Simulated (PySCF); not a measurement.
**`FC(F)(F)S[c+]1cc1Br`, [C₄HBrF₃S]+, charge +1**

Geometry (Å), atoms numbered from 1 in this order:
```xyz
10

F     1.362    0.594   -1.436
C     1.829    0.021   -0.344
F     1.756    0.881    0.652
F     3.052   -0.389   -0.519
S     0.716   -1.487    0.073
C    -0.701   -0.655    0.220
C    -2.080   -0.642    0.474
C    -1.470    0.551    0.194
Br   -1.494    2.329   -0.050
H    -2.962   -1.198    0.714
```

Total charge +1.

Computed with GIAO B3LYP/pcSseg-1 magnetisability, rotational g tensor and spin-rotation constants, non-relativistic, gas phase in PySCF. Geometry: GFN2-xTB.

The calculation is non-relativistic, which matters for the atoms heavier than Zn. For an ion the centre-of-mass motion in the field is neglected.

(1) Give the nuclear spin-rotation constants along the inertial axes (H = +C I·J) beside the isotropic shieldings.

Answers

(1) Rotational constants 1.7110, 0.6021, 0.4825 GHz. A star marks the isotopologue with that one atom substituted, in its own axes.
```csv
atom,isotope,Caa (kHz),Cbb (kHz),Ccc (kHz),mean (kHz),σ (ppm)
F1,19F,3.078,0.870,0.704,1.551,194.2
F3,19F,3.082,0.870,0.704,1.552,194.2
F4,19F,2.295,0.830,0.786,1.304,214.8
Br9,79Br,4.459,1.333,0.738,2.177,1733.9
H10,1H,-0.149,0.047,-0.064,-0.055,22.1
C2,13C*,0.560,0.196,0.154,0.303,41.1
S5,33S*,0.767,0.238,0.148,0.385,221.2
C6,13C*,0.857,0.376,0.041,0.425,-8.1
C7,13C*,0.922,0.275,0.047,0.415,16.6
C8,13C*,0.972,0.305,0.065,0.448,-8.2
```
For the geometry as given, no vibrational averaging.
